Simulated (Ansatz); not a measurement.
Reaction (atomization): `[CH3][Al]([NH2])[Br]` → Al• + Br• + C• + 5 H• + N•

Program: Ansatz. Geometries: PBE0-D4/def2-TZVP. ΔE: electronic, gas phase. CCSD(T)/CBS adds triple-zeta CCSD(T) − MP2 to the extrapolated MP2 energy (def2 sets, frozen cores). This one scheme is used for every species, atoms too. DFT in def2-TZVPP. No spin–orbit coupling; open shells (•) take unrestricted orbitals. Spin–orbit coupling would lower the free atoms: a little for Al, C; clearly for Br. For Br outer-core shells are correlated without core-valence functions, so the limit isn't a true one: a few kJ/mol of doubt a bond, and 10 to 20 or more in all where bonds break to atoms. Scalar relativity is left out up to krypton. One conformer a species, not always the lowest.

`[CH3][Al]([NH2])[Br]`:

Z-matrix (Å, degrees):
```
C
Al 1 1.937
H 1 1.093 2 110.8
H 1 1.093 2 112.0 3 120.9
H 1 1.094 2 110.7 3 -118.4
N 2 1.760 1 123.9 3 -122.9
Br 2 2.268 1 120.6 3 57.2
H 6 1.007 2 124.9 1 0.1
H 6 1.007 2 124.5 1 -179.9
```

Problem. What is ΔE at CCSD(T)/CBS? (Best estimate.)

Solution. The calculation gave: +32.57 eV.

Problem. What do these levels give: PBE0-D4, CAM-B3LYP-D4, CCSD(T)/def2-SVP, SCS-MP2/def2-QZVPP, MP2/CBS(def2), CCSD/CBS(def2)? (An estimate is asked.)

Solution. Computed: PBE0-D4 32.34, CAM-B3LYP-D4 32.52, CCSD(T)/def2-SVP 30.41, SCS-MP2/def2-QZVPP 32.61, MP2/CBS(def2) 33.01, CCSD/CBS(def2) 32.14 eV.

Largest T1 diagnostic among the species: 0.018.

From PBE to PBE0 (25 % exact exchange), in def2-TZVPP and without D4, ΔE moves by −0.39 eV: exact exchange takes away binding that semilocal exchange gives to molecules. The D4 term adds +0.28 eV with B3LYP and +0.15 eV with PBE0; it sums over pairs of atoms, weighted by their polarisabilities, and B3LYP, whose exchange is more repulsive, gets the larger term.

B3LYP here is the variant with VWN-RPA as its local correlation; programs differ in this.

For atomizations the MP2-based limit and the directly extrapolated one differ by several kJ/mol either way, and by 10 to 25 for some Ge, Se and Sn compounds, so smaller differences from it don't rank the levels.
